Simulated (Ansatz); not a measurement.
C$_{2}$H$_{7}$FO$_{2}$Si$_{2}$, SMILES `C=C[Si@@H](O)[Si@@H](O)F`, charge 0, multiplicity 1.

(1) Give a relaxed structure at PBE0-D4/def2-TZVP (the Gaussian-basis code of Ansatz). (Estimate.)

Results:

(1) The calculation gave: 
Z-matrix (Å, degrees):
```
Si
C 1 1.860
Si 1 2.358 2 111.0
O 1 1.657 2 111.2 3 -121.5
H 1 1.485 2 110.9 3 123.2
C 2 1.331 1 124.8 3 -13.5
H 2 1.091 1 117.2 3 167.4
O 3 1.642 1 109.4 2 45.2
F 3 1.605 1 109.6 2 165.2
H 3 1.493 1 113.8 2 -78.3
H 4 0.958 1 117.2 2 57.5
H 6 1.087 2 121.9 1 -178.7
H 6 1.086 2 122.0 1 0.1
H 8 0.959 3 118.4 1 -175.8
```
This is one stationary point; other conformers may exist.
